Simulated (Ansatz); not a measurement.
C3H2O, SMILES O=c1cc1.

The structure is a stationary point at B3LYP-D3(BJ)/def2-SVP.

Two levels are set side by side: PBE/def2-SVPD (Ansatz, a first-principles code) and PBE0/def2-SVPD (Ansatz). Energy differences of separate SCF runs at the same geometry; the states with an electron removed or added have multiplicity 2 and 2. Differences are taken from unrounded values.

| quantity | PBE |
|---|---|
| vertical ionisation energy (eV) | 9.53 |
| vertical singlet–triplet gap (eV) | 3.65 |

Question: These are the PBE values. What does PBE0 give? (The exact figures need the calculation; the answer reports its results.)

Answer: 
| quantity | PBE0 | PBE minus PBE0 |
|---|---|---|
| vertical ionisation energy (eV) | 9.61 | -0.08 |
| vertical singlet–triplet gap (eV) | 3.74 | -0.09 |
